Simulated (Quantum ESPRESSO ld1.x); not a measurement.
Question: Cd+, 47 electrons, occupied as [Kr] 4d10 5s1. Method: scalar-relativistic Kohn-Sham, LDA (Slater exchange, Perdew-Wang correlation), spin-polarised, spherical densities, point nucleus; open shells are filled with parallel spins first; computed with ld1.x of Quantum ESPRESSO 7.5. Some entries of the table are withheld. Estimate them.

| orbital | occ. | eigenvalue (Ry) | <r> (bohr) |
|---|---|---|---|
| 1s up | 1 | -1947.89 | 0.03043 |
| 1s down | 1 | -1947.88 | 0.03043 |
| 2s up | 1 | -289.803 | 0.1318 |
| 2s down | 1 | -289.802 | 0.1318 |
| 2p up | 3 | -260.271 | 0.1149 |
| 2p down | 3 | -260.271 | 0.1149 |
| 3s up | 1 | -54.5049 | 0.3590 |
| 3s down | 1 | -54.5033 | 0.3590 |
| 3p up | 3 | -44.8169 | 0.3576 |
| 3p down | 3 | -44.8153 | 0.3576 |
| 3d up | 5 | -29.6066 | 0.3350 |
| 3d down | 5 | -29.6053 | 0.3350 |
| 4s up | 1 | -8.43358 | (1) |
| 4s down | 1 | -8.43082 | (2) |
| 4p up | 3 | -5.57950 | 0.9604 |
| 4p down | 3 | -5.57513 | 0.9593 |
| 4d up | 5 | -1.53062 | (3) |
| 4d down | 5 | -1.51420 | (4) |
| 5s up | 1 | (5) | 2.615 |
| 5s down | 0 | (6) | 2.625 |

Answer: 
(1) 4s up <r> (bohr): 0.8788
(2) 4s down <r> (bohr): 0.8785
(3) 4d up <r> (bohr): 1.280
(4) 4d down <r> (bohr): 1.269
(5) 5s up eigenvalue (Ry): -1.01441
(6) 5s down eigenvalue (Ry): -0.95378
